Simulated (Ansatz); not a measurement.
`[OH][SnH]1[NH]C[O]1` → `O=C[NH][SnH2][OH]`  (isomerisation)

Isolated molecules relaxed with PBE0-D4/def2-TZVP in Ansatz; ΔE leaves out vibrations. CBS: MP2 limit from def2 TZ/QZ plus the TZ coupled-cluster correction, frozen cores. Functionals use def2-TZVPP. def2 core potentials past Kr. For Sn outer-core shells are correlated without core-valence functions, which leaves a few kJ/mol of doubt a bond. One conformer a species, not always the lowest.

`[OH][SnH]1[NH]C[O]1`:

```xyz
10

O     0.887   -0.197    2.425
Sn   -0.025   -0.820    0.819
N     0.712   -0.031   -0.898
C    -0.545    0.712   -1.098
O    -1.316    0.497    0.072
H     1.221    0.700    2.329
H    -0.485   -2.403    1.220
H     0.985   -0.611   -1.680
H    -1.089    0.368   -1.989
H    -0.345    1.786   -1.201
```

`O=C[NH][SnH2][OH]`:

Cartesian coordinates in Å:
```
O -1.759 0.039 -0.028
C -1.168 0.775 0.749
N 0.153 0.679 0.934
Sn 0.929 -0.809 -0.278
O 0.481 -0.357 -2.123
H -1.697 1.548 1.332
H 0.609 1.333 1.551
H 2.618 -0.630 -0.174
H 0.308 -2.305 0.232
H -0.475 -0.272 -2.195
```

```csv
level,ΔE (kJ/mol)
r2SCAN-D4,-89.4
CCSD/CBS(def2),-72.6
```

Q: What does CCSD(T)/CBS give? (Best estimate.)

A: The calculation gave: -71.5 kJ/mol. The listed levels differ from it by -17.9, -1.1 kJ/mol.

Largest T1 diagnostic among the species: 0.016.

In def2-TZVPP, CCSD(T) changes the Hartree–Fock value by +28.7 kJ/mol (the triples alone add +1.1 kJ/mol) and MP2 by +35.2 kJ/mol.

CCSD(T)/CBS has its own doubt, a few kJ/mol and more with outer-core shells, so smaller differences from it don't rank the levels.
